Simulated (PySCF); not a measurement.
Planning a geometry optimisation on `[SiH3][GeH2][B](Cl)Cl`.

Method: PBE0-D3(BJ)/def2-SVP geometry optimisation, gas phase (PySCF 2.14.0). Work: geometry optimisation from a GFN2-xTB start shaken at random, density fitting. The input is one job of a driver script: a line of settings, then coordinates in Å.

Input:
```
{"job": {"xc": "PBE0", "basis": "def2-SVP", "d3": "d3bj", "grid": 1, "maxiter": 30, "shake": 0.01, "kind": "geom"}, "charge": 0, "multiplicity": 1}
Si     1.777760    -0.440210    -0.023290
Ge    -0.279650     0.753950    -0.000260
B     -2.026180    -0.266120     0.012280
Cl    -2.749760    -0.718110    -1.437250
Cl    -2.703930    -0.779460     1.489820
H      1.860650    -1.201050    -1.256860
H      1.847580    -1.325890     1.117510
H      2.898650     0.520730     0.028320
H     -0.298860     1.730920    -1.130900
H     -0.275830     1.704310     1.179580
```

Hardware: Arm Neoverse V1, one thread, shared host with 32 logical CPUs at a one-minute load of 25. PySCF's memory limit was set to 2320 MB.

The basis has 125 functions.

Problem. How long does the run take?

Solution. About 63 s. The run took 8 energy-and-gradient evaluations and 50 SCF cycles, 7.9 s an evaluation on average.

Problem. How much memory does it need at the peak?

Solution. About 0.52 GiB. Peak memory is the resident size of the whole Python process, interpreter and libraries included.

Problem. At this speed, how long would 1000 such jobs take on 96 cores, one job a core?

Solution. 1000/96 gives 11 rounds of 63 s, about 12 min of wall time and 18 core-hours, if the jobs don't slow each other.

Times come from a shared host and carry two figures at best.

The run converged: final energy -3313.45349 Eh after 7 steps; dipole 0.36 D.
